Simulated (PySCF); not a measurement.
A GIAO shielding run with PySCF (density fitting, non-relativistic, gas phase) on `[ZnH2]`, H$_{2}$Zn:

```
{"job": {"kind": "nmr", "xc": "B3LYP", "basis": {"default": "pcSseg-1", "Zn": "pcSseg-2"}, "pop": false}, "charge": 0, "multiplicity": 1}
Zn     0.000040     0.000021     0.000000
H     -0.018945    -0.023413     1.550111
H      0.018916     0.023392    -1.550112
```

Hardware: 1 thread of an Arm Neoverse V1, shared host.

Task: How large is the calculation?

Result: 32 electrons, 83 basis functions and 355 auxiliary functions.

Task: How long does it take?

Result: 1.4 s of wall time, with 10 SCF cycles and 4 response iterations. Times on a shared host scatter by some tens of per cent.

Task: And these other runs on the same molecule and hardware: GIAO shielding at PBE/pcSseg-1 (pcSseg-2 on Zn); GIAO shielding at PBE0/pcSseg-1 (pcSseg-2 on Zn); spin–spin coupling at PBE/pcJ-1 (pcSseg-1 on Zn)?

Result: PBE/pcSseg-1 (pcSseg-2 on Zn): 83 functions, 2.2 s; PBE0/pcSseg-1 (pcSseg-2 on Zn): 83 functions, 3.1 s; PBE/pcJ-1 (pcSseg-1 on Zn): 65 functions, 1.4 s.
